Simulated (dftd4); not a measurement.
F₄Ge, singlet, at a GFN2-xTB geometry; dftd4 with D4 for wb97x.

The dftd4 input:
```
$ dftd4 mol.xyz --func wb97x --charge 0 --json dftd4.json --noedisp --grad

# file mol.xyz
5

F      1.28249365    -1.06843622    -0.11172530
Ge    -0.00000000    -0.00000000    -0.00000000
F      0.58041552     1.56903814     0.00809899
F     -1.01772117    -0.21135552    -1.31087792
F     -0.84518800    -0.28924641     1.41450423
```

Write the output that dftd4 gives for this input, abridged.


```
                    ____  _____ _____     ____  _  _
      -------------|  _ \|  ___|_   _|---|  _ \| || |------------
     |             | | | | |_    | | ___ | | | | || |_           |
     |             | |_| |  _|   | ||___|| |_| |__   _|          |
     |             |____/|_|     |_|     |____/   |_|            |
     |             ===================================           |
     |            E. Caldeweyher, S. Ehlert & S. Grimme          |
     |          Mulliken Center for Theoretical Chemistry        |
     |                    University of Bonn                     |
      -----------------------------------------------------------

Rational (Becke-Johnson) damping: wb97x-D4-ATM
---------------------
  s6         1.0000
  s8         0.5093
  s9         1.0000
  a1         0.0662
  a2         5.4487
 alp        16.0000
--------------------

Dispersion energy:      -8.2695020483176E-03 Eh

Gradient norm:           7.3305204613429E-04 Eh/a0
--------------------------------------------------
     #    Z           dE/dx      dE/dy      dE/dz
--------------------------------------------------
     1    9 F     2.810E-04 -2.341E-04 -2.448E-05
     2   32 Ge   -1.120E-14  6.965E-13 -2.551E-15
     3    9 F     1.272E-04  3.438E-04  1.774E-06
     4    9 F    -2.230E-04 -4.631E-05 -2.872E-04
     5    9 F    -1.852E-04 -6.337E-05  3.099E-04
--------------------------------------------------

Virial:
--------------------------------------------------
      component           x          y          z
--------------------------------------------------
          x       1.545E-03  9.537E-13  4.191E-13
          y       9.537E-13  1.545E-03 -1.962E-12
          z       4.191E-13 -1.962E-12  1.545E-03
--------------------------------------------------

[Info] Dispersion results written to 'dftd4.txt'
[Info] JSON dump of results written to 'dftd4.json'
```
